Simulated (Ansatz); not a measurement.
The cluster Ba2Se: single points at one geometry.

```yaml
crystal:
  periodic: [false, false, false]
  atoms:
    - {symbol: Ba, position_ang: [-1.253052, 1.637264, 0.511445]}
    - {symbol: Ba, position_ang: [1.939861, -0.459721, -0.733400]}
    - {symbol: Se, position_ang: [-0.686809, -1.177543, 0.221955]}
basis:
  gaussian: {orbitals: def2-TZVP, initial_orbitals: start.molden}
correlation: {method: mp2}
scf: {omitted_lower_state_checks: [starts]}
output: {orbitals: {seedname: orbitals}}
```

The file start.molden holds the orbitals of an earlier run on this structure, at another level or in another basis.

```sh
$ ansatz run in.yaml --threads 4 --pin off --events-out ev --progress --plain --max-ram 3916MiB
```

Output, abridged:

```
Functional definition: HF
818 factors; integrals over basis functions are off by at most 8.1e-4 eV
mean field evaluation 1: about -66670.5579 eV, gradient 2.4e1 eV
mean field evaluation 2: about -66671.3626 eV, gradient 1.4e0 eV
mean field evaluation 4: about -66672.2368 eV, gradient 5.8e-2 eV
mean field evaluation 8: about -66672.2399 eV, gradient 2.2e-5 eV
mean field evaluation 16: about -66672.2399 eV, gradient 1.7e-6 eV
mean field -66672.23992612 eV, -2450.1596252175 hartree, gradient 3.3e-6 eV, S^2 0.000000; 0 other end points of the search recorded, 0 dependent functions left out; unrestricted orbitals would lower it
9 core orbitals not correlated: weight in the atoms' cores, before any rotation towards them, 1.000 or more for the frozen orbitals, at most 0.000 for the correlated occupied ones
reference -66672.23992612 eV, -2450.1596252175 hartree; 18, 18 occupied and 101, 101 virtual orbitals, 818 factors
second order -16.44771781 eV of doubles, -0.00000000 eV of singles
Total energy: -66688.68764393 eV, -2450.7640676982 hartree
Checks for a lower state left out: starts
```

Run time 1.3 s (4 threads of Arm Neoverse V1 on a shared host).

As the first input, with `gaussian: {orbitals: def2-SVP, initial_orbitals: start.molden}`, `hamiltonian: {xc: pbe0, dispersion: d4}` and without the key `correlation` (abridged; 1.7 s):

```
Functional definition: PBE0
mean field -66721.75511430 eV, -2451.9792748204 hartree, gradient 2.4e-5 eV, S^2 0.000000
Total energy: -66721.82136350 eV, -2451.9817094338 hartree
Checks for a lower state left out: starts
```

The first input with `gaussian: {orbitals: def2-TZVPD, initial_orbitals: start.molden}`, `hamiltonian: {xc: pbe0, dispersion: d4}` and without the key `correlation` (abridged; 2.1 s):

```
Functional definition: PBE0
mean field -66731.24589574 eV, -2452.3280546054 hartree, gradient 1.4e-5 eV, S^2 0.000000
Total energy: -66731.31214245 eV, -2452.3304891271 hartree
Checks for a lower state left out: starts
```

First input, but with `hamiltonian: {xc: pbe0, dispersion: d4}` and without the key `correlation`, `scf` (abridged; 2.5 s):

```
Functional definition: PBE0
mean field evaluation 16: about -66731.2326 eV, gradient 3.9e-1 eV
mean field -66731.23280029 eV, -2452.3275733564 hartree, gradient 2.1e-5 eV, S^2 0.000000; 1 other end points of the search recorded, 0 dependent functions left out
Total energy: -66731.29904873 eV, -2452.3300079419 hartree
```

As the first input, with `hamiltonian: {xc: {name: BHLYP}, dispersion: d4}` and without the key `correlation` (abridged; 2.2 s):

```
Functional definition: BHLYP
mean field -66734.34034041 eV, -2452.4417733494 hartree, gradient 3.3e-5 eV, S^2 0.000000
Total energy: -66734.55149513 eV, -2452.4495331425 hartree
Checks for a lower state left out: starts
```

First input, but with `hamiltonian: {xc: {name: B3LYP}, dispersion: d4}`, `output: {forces: true, orbitals: {seedname: orbitals}}` and without the key `correlation` (abridged; 2.6 s):

```
Functional definition: B3LYP
mean field -66740.56539084 eV, -2452.6705397333 hartree, gradient 2.4e-5 eV, S^2 0.000000
Total energy: -66740.69415193 eV, -2452.6752716163 hartree
Atom 0 force    -0.059600     0.119559     0.025499 eV/Å
Atom 1 force     0.127587    -0.003228    -0.047477 eV/Å
Atom 2 force    -0.067987    -0.116332     0.021978 eV/Å
Dipole moment:     0.439387     0.753272    -0.141998 e Å
Checks for a lower state left out: starts
```

As the first input, with `hamiltonian: {xc: {name: LC-wPBE}}` and without the key `correlation` (abridged; 1.9 s):

```
Functional definition: LC-wPBE
mean field -66730.62553268 eV, -2452.3052566834 hartree, gradient 2.8e-5 eV, S^2 0.000000
Total energy: -66730.62553268 eV, -2452.3052566835 hartree
Checks for a lower state left out: starts
```

Geometry: PBE-D4/def2-TZVP.

In the def2 sets Ba takes a core potential; there is no spin–orbit coupling. LC-ωPBE has ω = 0.4 bohr⁻¹. B3LYP takes the VWN-RPA correlation. Correlated methods freeze 9 core orbitals; core or outer-core shells of Ba, Se are correlated, in sets that lack core-valence functions. At MP2/def2-TZVP the restricted singlet (for correlated methods, its reference) is unstable: a solution with broken spin symmetry lies lower. The order of the spin states hangs on the level: the triplet lies 0.29 eV below the singlet at BHLYP-D4/def2-TZVP, but 0.13 eV above it at MP2/def2-TZVP. The structure comes from a short search, and lower isomers may exist.
